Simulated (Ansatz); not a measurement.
Ansatz results at the PBE0-D4/def2-TZVP geometry: size of the dipole moment (PBE/def2-TZVPP) 1.16 D; size of the dipole moment (ωB97M-V/def2-TZVPP) 1.04 D; HOMO energy (PBE0/def2-TZVPP) -6.65 eV.

Each molecule was computed in one conformer, which needn't be the lowest.

Which molecule gave them?
A. `CB(N)C[SiH3]`
B. `O[P](O)[GeH3]`
C. `CO[CH2][AlH][OH]`
D. `C1[SiH2]SCS1`

B. The others give `CB(N)C[SiH3]`: 1.75, 1.68, -7.97; `C1[SiH2]SCS1`: 1.41, 1.39, -6.67; `CO[CH2][AlH][OH]`: 1.41, 1.42, -6.76.
